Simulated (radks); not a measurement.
Task: Successive ionisation energies (eV) of one element, from differences of total energies of ions in their ground configurations, starting at charge 0: 5.373, 13.138, 22.126, 33.187, 79.024, 94.982, 111.18, 133.61, 151.65, 169.85, 214.52, 237.10, 425.10, 471.94, 520.25, 569.95, 620.90, 689.33, 744.86, 801.73, 859.87, 919.15. All-electron calculation, scalar-relativistic Kohn-Sham, exchange-only LDA, spin-polarised, spherical densities, point nucleus; open shells are filled with parallel spins first (spin-orbit coupling, left out, can overturn this in heavy ions). Program: a radial shooting solver on a logarithmic mesh with Libxc functionals. Which element is it?

Result: Zirconium (Z = 40). The first species listed is Zr in [Kr] 4d2 5s2, the last Zr21+ in [Ar] 3d1.
